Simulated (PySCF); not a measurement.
Bonds (- single, = double, # triple, : aromatic): C1-N2, N2-C3, N2-C4, N2-B5, B5-Br6. C1 carries H7, H8, H9; C3 carries H10, H11, H12; C4 carries H13, H14, H15; B5 carries H16, H17. Formal charges: N2 +1, B5 -1.

Computational details: σ from GIAO-PBE0/pcSseg-1, coordinates at the PBE0-D3(BJ)/def2-SVP level, in PySCF 2.14 (equivalent nuclei averaged, no relativistic terms, gas phase, single conformer).

Shifts are taken against calculated references (same method and geometry level): TMS for ¹³C and ¹H; ¹⁵N vs NH3; ¹¹B against BF3·OEt2; ⁷⁹Br against HBr.

```json
{"atoms": "H7/H8/H9/H10/H11/H12/H13/H14/H15", "nucleus": "¹H", "count": "9", "Hirshfeld charge": "0.05", "δ (ppm)": "2.53"}
{"atoms": "Br6", "nucleus": "⁷⁹Br", "count": "1", "Hirshfeld charge": "-0.17", "δ (ppm)": "-157"}
{"atoms": "C1/C3/C4", "nucleus": "¹³C", "count": "3", "Hirshfeld charge": "-0.05", "δ (ppm)": "?"}
{"atoms": "H16/H17", "nucleus": "¹H", "count": "2", "Hirshfeld charge": "-0.09", "δ (ppm)": "3.11"}
{"atoms": "B5", "nucleus": "¹¹B", "count": "1", "Hirshfeld charge": "-0.02", "δ (ppm)": "-2.9"}
{"atoms": "N2", "nucleus": "¹⁵N", "count": "1", "Hirshfeld charge": "0.04", "δ (ppm)": "?"}
```

**Question.** Estimate the values marked ?.

**Answer.** 
- C1/C3/C4: 50.6 ppm, methyl carbon bonded to N; deshielded by the electronegative neighbour
- N2: 60.2 ppm, donor nitrogen of a Lewis adduct

Relativistic effects, spin–orbit coupling among them, are left out; they matter for Br and for the light atoms bonded to it. Hydrogens on boron are broadened and split by ¹¹B (spin 3/2, 80 %) and 10B (spin 3). Shifts are as computed. Against solution values, carbons near 30 ppm lie about +2 ppm off and those near 130 ppm about +5 ppm. Of 1211 compounds with measured shifts, 218 miss one by over three times the rms of a fit or turn the order of signals round; such compounds aren't used in these exercises. Experimental scales use liquid or dissolved standards, which lie at an offset from isolated NH3 (liquid NH3: subtract about 20 ppm).
